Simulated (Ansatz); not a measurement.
Geometry optimisation, RKS PBE0/STO-3G in Ansatz 0.2.0.

Input:

```yaml
crystal:
  periodic: [false, false, false]
  atoms:
    - { symbol: C, position_ang: [0.2556, 1.9675, 2.0896] }
    - { symbol: "N", position_ang: [1.096, 1.0964, 1.9477] }
    - { symbol: Al, position_ang: [0.9659, -0.2396, 0.5867] }
    - { symbol: C, position_ang: [-0.4652, -0.2495, -0.6831] }
    - { symbol: C, position_ang: [-0.4218, -1.4174, -1.6876] }
    - { symbol: H, position_ang: [0.3087, 2.7704, 2.8603] }
    - { symbol: H, position_ang: [-0.6262, 2.061, 1.4197] }
    - { symbol: H, position_ang: [2.1791, -1.3344, 0.4831] }
    - { symbol: H, position_ang: [-0.5511, 0.722, -1.1859] }
    - { symbol: H, position_ang: [-1.4788, -0.3585, -0.0762] }
    - { symbol: H, position_ang: [-0.4303, -2.3824, -1.112] }
    - { symbol: H, position_ang: [-1.2716, -1.3827, -2.3463] }
    - { symbol: H, position_ang: [0.4601, -1.2875, -2.2813] }
basis:
  gaussian: { orbitals: STO-3G }
hamiltonian:
  xc: pbe0
relax:
  f_tol: 0.02
  max_steps: 40
output:
  orbitals: {}
```

Command:

```bash
$ ansatz run input.yaml --threads 1 --pin off --max-ram 2048MiB --backend cpu --events-out ev --progress --plain --runs-dir out
```

Question: Where does it end, and by what steps?

Answer: The run converged. Limits of this set-up: minimal basis. After 24 steps the energy has fallen by 0.985 eV; H7 moved furthest, 1.73 Å.

| step | energy less start (eV) | largest force component (eV/Å) | accepted |
| --- | --- | --- | --- |
| 0 | 0.0000 | 5.799 | yes |
| 1 | -0.5764 | 1.895 | yes |
| 2 | -0.5916 | 1.537 | yes |
| 3 | -0.7180 | 0.924 | yes |
| 4 | -0.7293 | 0.790 | yes |
| 5 | -0.7922 | 0.360 | yes |
| 6 | -0.8205 | 0.443 | yes |
| 7 | -0.8350 | 0.361 | yes |
| 8 | -0.8637 | 0.188 | yes |
| 9 | -0.8811 | 0.626 | yes |
| 10 | -0.8950 | 1.006 | yes |
| 11 | -0.9361 | 0.487 | yes |
| 12 | -0.9579 | 0.204 | yes |
| 13 | -0.9680 | 0.645 | yes |
| 14 | -0.9732 | 0.518 | yes |
| 15 | -0.9696 | 0.541 | no |
| 16 | -0.9815 | 0.211 | yes |
| 17 | -0.9833 | 0.131 | yes |
| 18 | -0.9194 | 1.199 | no |
| 19 | -0.9846 | 0.035 | yes |
| 20 | -0.9842 | 0.157 | no |
| 21 | -0.9850 | 0.025 | yes |
| 22 | -0.9847 | 0.065 | no |
| 23 | -0.9850 | 0.024 | yes |
| 24 | -0.9851 | 0.007 | yes |

```xyz
13
Properties=species:S:1:pos:R:3
C 0.352 2.012 2.378
N 0.853 1.411 1.372
Al 0.702 -0.151 0.553
C -0.535 -0.249 -0.906
C -0.352 -1.483 -1.820
H 0.661 3.042 2.658
H -0.420 1.600 3.070
H 1.691 -1.207 0.933
H -0.455 0.657 -1.522
H -1.566 -0.252 -0.525
H -0.468 -2.420 -1.259
H -1.089 -1.496 -2.636
H 0.646 -1.498 -2.281
```

Whether the end is a true minimum wasn't checked by a vibrational analysis.

Time of the run: 56 s on 1 thread of AMD EPYC 7B13 (Zen 3), with other jobs on the host, peak memory 0.16 GiB.
